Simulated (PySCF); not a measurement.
## LDA on Br²⁺ (bromine, charge +2)

Configuration: [Ar] 3d10 4s1 4p4, high-spin 4P determinant (an excited configuration). Calculation: PySCF 2.14, in x2c-QZVPPall with one added diffuse shell each of s, p, d, f type (12s9p6d5f1g, 113 functions); the spin-free X2C one-electron Hamiltonian (Gaussian nucleus).

| Item | Value |
| --- | --- |
| Total energy | -2600.851 hartree |
| One-electron energy | -3589.887 hartree |
| Hartree (Coulomb) energy | 1077.467 hartree |
| Exchange-correlation energy | -88.431 hartree |
| ⟨S²⟩ | 3.7515 |
| ⟨L²⟩ | 2.011 |
| Sum of ⟨r⟩ | 20.72 bohr |
| Sum of ⟨r²⟩ | 25.65 bohr² |
| Traceless quadrupole moment −½Σ⟨3z² − r²⟩ along its main axis | -1.41 e·bohr² |
| Langevin diamagnetic susceptibility | -20.3 ×10⁻⁶ cm³/mol |

```csv
shell,electrons,mean orbital energy (hartree),spread (hartree),"rms radius, mean of both spins (bohr)"
1s α,1,-488.97760,0,0.0493
1s β,1,-488.96594,0,0.0493
2s α,1,-64.47970,0,0.206
2s β,1,-64.47222,0,0.206
2p α,3,-57.04986,0.01009,0.183
2p β,3,-57.04053,0.00647,0.183
3s α,1,-9.65212,0,0.593
3s β,1,-9.63748,0,0.593
3p α,3,-7.30482,0.02549,0.611
3p β,3,-7.28820,0.01868,0.611
3d α,5,-3.40513,0.02563,0.655
3d β,5,-3.38335,0.01698,0.655
4s α,1,-1.61896,0,1.68
4p α,3,-1.10964,0.04893,1.96
4p β,1,-1.00759,0,1.96
```

Densities and radii are taken from the X2C orbitals without a picture-change correction, which distorts them close to the nucleus.
